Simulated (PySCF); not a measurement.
Si(F)3(Et), C2H5F3Si, SMILES CC[Si](F)(F)F (PBE0/def2-SVP optimised geometry):

```
11

C     -0.778    -1.705    -1.460
C     -1.180    -0.230    -1.428
Si    -0.488     0.699     0.000
F     -0.942     0.067     1.405
F     -0.959     2.233     0.000
F      1.118     0.699     0.000
H      0.314    -1.823    -1.521
H     -1.118    -2.233    -0.556
H     -1.217    -2.217    -2.329
H     -0.858     0.290    -2.347
H     -2.277    -0.118    -1.390
```

Level of theory: PBE0/def2-TZVP in PySCF.

Task: What are the frontier orbital energies and the dipole moment?

Result: HOMO-2 -11.19 eV, HOMO-1 -10.44 eV, HOMO -9.58 eV, LUMO 0.67 eV, LUMO+1 1.36 eV; dipole moment 2.74 D.

Meta-Löwdin charges at PBE0/def2-TZVP: C1 -0.33, C2 -0.50, Si3 1.66, F4 -0.49, F5 -0.49, F6 -0.49, H7 0.12, H8 0.12, H9 0.12, H10 0.14, H11 0.14.
